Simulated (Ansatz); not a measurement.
Cost and result up the ladder for `CCCCCCCCP(=O)(O)O` (31 atoms). Charge 0, multiplicity 1. Geometry: PBE-D4/def2-SVP.

Ansatz on 4 threads of Arm Neoverse V2 on a shared host. Times are rough, and most runs start from the orbitals of an earlier one. PBE0-D4/def2-TZVP serves as the yardstick here, not as an exact answer. Differences are given only for rows in sets of like size (and for xTB, whose basis is part of the method), since another set adds its own error. Binding counts from free atoms at the same level (C triplet, P quartet, O triplet, H doublet; other spins of the atoms weren't run), without zero-point energy or a counterpoise term.

B3LYP takes the VWN-RPA correlation. Correlated methods freeze 16 core orbitals. The rows differ in basis, and correlated rows in double-zeta sets carry the largest basis error.

Correlated methods converge slowly with the basis, most of all in double-zeta sets.

```csv
level,functions,binding energy per atom (eV),difference from PBE0-D4/def2-TZVP (eV)
PBE0-D4/def2-SVP,267,4.20,–
PBE0-D4/def2-TZVP (with forces),492,4.19,0.00
HF/6-31G,150,2.73,–
B3LYP-D4/6-31G,150,3.93,–
HF/STO-3G,83,3.48,–
LDA (SPW92)/def2-TZVP,492,4.78,0.59
PBE-D4/def2-TZVP,492,4.26,0.07
PBE-D4/def2-SVP,267,4.27,–
r2SCANh-D4/def2-TZVP (with forces),492,4.16,-0.03
MP2/def2-SVP,267,4.01,–
r2SCAN-D4/def2-TZVP,492,4.18,-0.01
```

(1) Estimate how long each takes.

Results:

(1) HF/STO-3G 0.7 s; HF/6-31G 2.2 s; B3LYP-D4/6-31G 4.5 s; PBE-D4/def2-SVP 5.5 s; LDA (SPW92)/def2-TZVP 7 s; PBE0-D4/def2-SVP 11 s; MP2/def2-SVP 11 s; PBE-D4/def2-TZVP 11 s; r2SCAN-D4/def2-TZVP 20 s; PBE0-D4/def2-TZVP (with forces) 40 s; r2SCANh-D4/def2-TZVP (with forces) 50 s. On shared hardware such times vary by a factor of up to 3.
